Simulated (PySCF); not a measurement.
Species: C5H8F2O3.
SMILES with atom numbers: `[F:1][CH:2]([F:3])[O:4][C@@H:5]1[CH2:6][O:7][CH2:8][CH2:9][O:10]1` (hydrogens: H11 on C2; H12 on C5; H13, H14 on C6; H15, H16 on C8; H17, H18 on C9)

Geometry (PBE0-D3(BJ)/def2-SVP, Å), atoms numbered from 1 in this order:
```
atom  x, y, z in Å
F1     3.5434   -0.1011   -1.5359
C2     2.6414    0.3231   -0.6571
F3     3.2387    0.4057    0.5520
O4     1.6456   -0.6067   -0.6276
C5     0.5260   -0.2548    0.1139
C6    -0.4057   -1.4499    0.1699
O7    -1.5947   -1.0964    0.8230
C8    -2.2315   -0.0120    0.1951
C9    -1.3012    1.1831    0.1307
O10   -0.1035    0.8249   -0.5220
H11    2.2782    1.3269   -0.9333
H12    0.8140    0.0444    1.1442
H13   -0.5919   -1.7819   -0.8708
H14    0.0581   -2.2737    0.7295
H15   -2.5459   -0.2890   -0.8315
H16   -3.1311    0.2234    0.7830
H17   -1.7478    2.0085   -0.4423
H18   -1.0867    1.5432    1.1567
```

Computed with PySCF at PBE0/pcSseg-1, non-relativistic, on one gas-phase PBE0-D3(BJ)/def2-SVP geometry that isn't relaxed in the solvent. The solvent is an IEF-PCM continuum (cavity from Bondi-type radii × 1.2). Only the electrostatic response of the medium enters.

```json
{"run": "gas", "E − E(gas) (kcal/mol)": "0.00", "HOMO (eV)": "-7.43", "HOMO–LUMO gap (eV)": "8.86", "dipole (D)": "3.11"}
{"run": "P", "E − E(gas) (kcal/mol)": "-4.80", "HOMO (eV)": "-7.27", "HOMO–LUMO gap (eV)": "9.00", "dipole (D)": "3.56"}
{"run": "Q", "E − E(gas) (kcal/mol)": "-6.56", "HOMO (eV)": "-7.23", "HOMO–LUMO gap (eV)": "9.05", "dipole (D)": "3.73"}
```

Q: The runs were made in acetonitrile and chloroform. Which run belongs to which solvent?

A: P = chloroform, Q = acetonitrile. The dielectric constants are 4.711 (chloroform), 35.69 (acetonitrile), and the energy falls further as ε rises. In this model the ground state sees the solvent through ε alone.

Q: How constant is the ratio of the lowering to (ε − 1)/(2ε + 1)?

A: 
```tsv
solvent	(ε − 1)/(2ε + 1)	E − E(gas) (kcal/mol)	ratio (kcal/mol)	polarisation term (kcal/mol)
chloroform	0.356	-4.80	-13.5	-5.15
acetonitrile	0.479	-6.56	-13.7	-7.24
```

The ratio changes by +1.6 % in size from chloroform to acetonitrile. The polarisation term is half the interaction of the solute with the induced surface charges.

Rough CPU time on one thread of a shared machine: about 1.8 min. This is the whole shielding run at PBE0/pcSseg-1 in acetonitrile, SCF included.
